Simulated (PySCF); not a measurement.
Compound: C₆H₁₃P₂ (charge +1).
Numbering: `[CH:1]#[C:2][P+:3]([CH3:4])([CH3:5])[CH2:6][CH2:7][PH2:8]` (hydrogens: H9 on C1; H10, H11, H12 on C4; H13, H14, H15 on C5; H16, H17 on C6; H18, H19 on C7; H20, H21 on P8)

The same species was optimised twice, with GFN2-xTB and with PBE0-D3(BJ)/def2-SVP (PySCF), and the same property calculations (PySCF, gas phase) were run on both structures.

```tsv
coordinate	GFN2-xTB	PBE0-D3(BJ)/def2-SVP	change
C1≡C2 (Å)	1.203	1.213	+0.010
C2–P3 (Å)	1.748	1.738	-0.010
P3–C4 (Å)	1.808	1.799	-0.009
P3–C5 (Å)	1.807	1.798	-0.009
P3–C6 (Å)	1.825	1.817	-0.008
C7–P8 (Å)	1.882	1.878	-0.004
C6–C7 (Å)	1.528	1.527	-0.001
P3–C6–C7 (°)	114.4	116.6	+2.2
C6–C7–P8 (°)	112.5	114.5	+2.0
C5–P3–C6 (°)	113.4	112.4	-1.0
C2–P3–C4 (°)	107.7	108.6	+0.9
C1–C2–P3 (°)	179.1	179.6	+0.5
C4–P3–C6 (°)	108.5	108.9	+0.4
C2–P3–C5 (°)	109.3	108.9	-0.4
C4–P3–C5 (°)	108.8	109.1	+0.3
C2–P3–C6–C7 (°)	-39	-41	-2
P3–C6–C7–P8 (°)	-57	-64	-7
```

Rotational constants: A = 1823, B = 992.9, C = 882.8 MHz (GFN2-xTB) against A = 1846, B = 938.9, C = 835.8 MHz (PBE0-D3(BJ)/def2-SVP). Point groups within 0.08 Å: C1 and C1.

On the GFN2-xTB structure: HOMO (eV) -10.99 [PBE0/pcSseg-1]; LUMO (eV) -5.02 [PBE0/pcSseg-1]; GIAO shielding of C1 (ppm) 66.9 [PBE0/pcSseg-1]; GIAO shielding of C2 (ppm) 119.2 [PBE0/pcSseg-1]; GIAO shielding of P3 (ppm) 321.1 [PBE0/pcSseg-1]; GIAO shielding of C4/C5 (mean) (ppm) 169.4 [PBE0/pcSseg-1]; GIAO shielding of C6 (ppm) 154.0 [PBE0/pcSseg-1]; GIAO shielding of C7 (ppm) 175.3 [PBE0/pcSseg-1]; GIAO shielding of P8 (ppm) 505.1 [PBE0/pcSseg-1].

**Question.** What do these properties become on the PBE0-D3(BJ)/def2-SVP structure?

**Answer.** 
```tsv
property	level	on GFN2-xTB	on PBE0-D3(BJ)/def2-SVP	change
HOMO (eV)	PBE0/pcSseg-1	-10.99	-10.85	+0.14
LUMO (eV)	PBE0/pcSseg-1	-5.02	-5.01	+0.01
energy, GFN2-xTB geometry as zero (kcal/mol)	PBE0/pcSseg-1	0.0	-1.8	-1.8
GIAO shielding of C1 (ppm)	PBE0/pcSseg-1	66.9	64.2	-2.7
GIAO shielding of C2 (ppm)	PBE0/pcSseg-1	119.2	119.4	+0.2
GIAO shielding of P3 (ppm)	PBE0/pcSseg-1	321.1	322.1	+1.0
GIAO shielding of C4/C5 (mean) (ppm)	PBE0/pcSseg-1	169.4	169.5	+0.1
GIAO shielding of C6 (ppm)	PBE0/pcSseg-1	154.0	154.8	+0.8
GIAO shielding of C7 (ppm)	PBE0/pcSseg-1	175.3	174.5	-0.8
GIAO shielding of P8 (ppm)	PBE0/pcSseg-1	505.1	481.9	-23.2
```

The heavy atoms differ by 0.094 Å rms after alignment. Among bonds between heavy atoms C1≡C2, C2–P3, P3–C4 and P3–C5 change most and about equally (-0.010 to +0.010 Å). Changes are differences of the printed values. Neither structure is proved a minimum here. One conformer (not necessarily the lowest) at the PBE0-D3(BJ)/def2-SVP geometry, without solvent, vibrations or thermal averaging.

Conformer computed: `[CH:1]#[C:2][P+:3]([CH3:4])([CH3:5])[CH2:6][CH2:7][PH2:8]`: C2–P3–C6–C7 -41°, P3–C6–C7–P8 -64°, H–P8–C7–C6 -169°, H–P8–C7–C6 96°.
